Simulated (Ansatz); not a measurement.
Ideal-gas functions of CH₄ClGeO, SMILES `[CH3][Ge]([OH])[Cl]` radical at 500 K and 1 bar, from an Ansatz frequency run at PBE0-D4/def2-TZVP.

Molar mass 140.11 g/mol, point group C1 (symmetry number 1), electronic degeneracy 2, moments of inertia 94.616, 182.344, 239.921 u Å². Harmonic wavenumbers (cm⁻¹, unscaled): 95, 145, 172, 203, 291, 390, 576, 698, 769, 789, 898, 1224, 1434, 1442, 3066, 3168, 3184, 3884.

Use S(trans) = R[1.5 ln M + 2.5 ln T − 1.1517]; rotational temperatures θ = 24.2544 K / I; S(rot) = R[ln(√π/σ · √(T³/θAθBθC)) + 1.5]; for each mode x = 1.438777 ν̃/T, S = R[x/(eˣ − 1) − ln(1 − e⁻ˣ)] and H = RT x/(eˣ − 1); 1 cm⁻¹ = 0.0119627 kJ/mol; R = 8.31446 J/(mol·K).

Q: By hand: the entropy, in J/(mol·K).

A: Translation 181.2. Rotation: θ = 0.2563, 0.133, 0.1011 K, giving 118.3. Vibration, mode by mode: 19.12, 15.64, 14.25, 12.90, 10.03, 7.78, 5.00, 3.79, 3.22, 3.08, 2.41, 1.14, 0.70, 0.69, 0.01, 0.01, 0.01, 0.00, in all 99.8. Electronic 5.8. Sum 405.1 J/(mol·K).

Q: By hand: H − E and G − E in kJ/mol, counted from the electronic energy.

A: Zero-point energy ½ × 22428 × 0.0119627 = 134.1; thermal vibration 25.2; translation, rotation and pV give 4 RT = 16.6. H − E = 175.9 kJ/mol, and G − E = 175.9 − 500 × 405.1/1000 = -26.6 kJ/mol.

Vibration gives 25 % of the entropy, 34.8 J/(mol·K) of it from the modes under 150 cm⁻¹: soft modes count most, and the harmonic formula is weakest for them. The sum counts one conformer and one mirror image; others add a mixing term.
